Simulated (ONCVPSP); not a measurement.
Potentials for C (Z = 6) compared

Generated with ld1.x 7.5 (TM, RRKJ, ultrasoft, PAW), atompaw 4.2 or ONCVPSP 4.0.1. The cutoff is in Ry: for ld1.x and atompaw files where the sum of valence levels is converged to 10 mRy in a Bessel basis, for ONCV files where the hardest occupied wave has 1 mHa per electron of residual kinetic energy. The error is the largest all-electron minus pseudo excitation energy over each file’s own four to seven test configurations (ionisations up to +4, promotions, holes and added fractions of an electron), all of which were solved. The labels leave out finer settings (local radius, basis sizes, second energies), which also bear on the numbers. Spin-polarised tests are not counted. The rows are a selection from randomly drawn settings: files with unsolved tests, undetermined cutoffs or missed reference levels are left out.

A true bound ghost makes a file unfit for plane-wave use even where its test errors are small: the radial tests pick states by their node count and pass the ghost by.

```tsv
potential	cutoff (Ry)	largest error (meV)	bound ghosts
ONCV, BLYP, scalar-relativistic, rc 1.30/2.85 (sp), local smoothed, core correction no, reference 2s2 2p2, qcut 4.5/6, projectors 1/2	76	+1725	none
ONCV, PBEsol, scalar-relativistic, rc 0.85/3.25/3.40 (spd), local smoothed, core correction yes, reference 2s2 2p2, qcut 6.5/5.1/2.4, projectors 2/2/1	61	+2381	s
ONCV, PBE, non-relativistic, rc 0.85/1.60/1.70 (spd), local smoothed, core correction yes, reference 2s2 2p0.5, qcut 8.4/7.9/5, projectors 2/2/3	43	+44	s, d
ONCV, PBE, scalar-relativistic, rc 0.85/2.20 (sp), local s, core correction no, reference 2s2 2p1, qcut 8.4/6.8, projectors 0/1	318	+465	none
ONCV, Wu-Cohen, non-relativistic, rc 0.95/1.90/1.60 (spd), local smoothed, core correction yes, reference 2s1.5 2p2.5, qcut 8.2/8/6.2, projectors 2/2/2	43	+200	none
ONCV, PBEsol, scalar-relativistic, rc 1.25/1.80 (sp), local smoothed, core correction no, reference 2s1 2p3, qcut 5.6/8.8, projectors 1/2	41	+253	none
```

Problem. Fill in the row for C: ONCV, PBE, scalar-relativistic, rc 1.15/2.80/2.55 (spd), local smoothed, core correction yes, reference 2s2 2p0.5, qcut 5.7/5.1/3.8, projectors 2/2/2.

Solution. cutoff 42 Ry, largest error +694 meV, bound ghosts: none.

Problem. Fill in the row for C: ONCV, BLYP, scalar-relativistic, rc 1.20/1.10/0.90 (spd), local smoothed, core correction yes, reference 2s2, qcut 6.8/8.5/12.3, projectors 1/2/2.

Solution. cutoff 36 Ry, largest error +149 meV, bound ghosts: none.

Problem. Fill in the row for C: ONCV, LDA (Perdew-Wang 92), fully relativistic, rc 1.15/2.90/2.30 (spd), local smoothed, core correction yes, reference 2s2 2p2, qcut 7.2/6/4.9, projectors 2/2/2.

Solution. cutoff 40 Ry, largest error +1649 meV, bound ghosts: none.
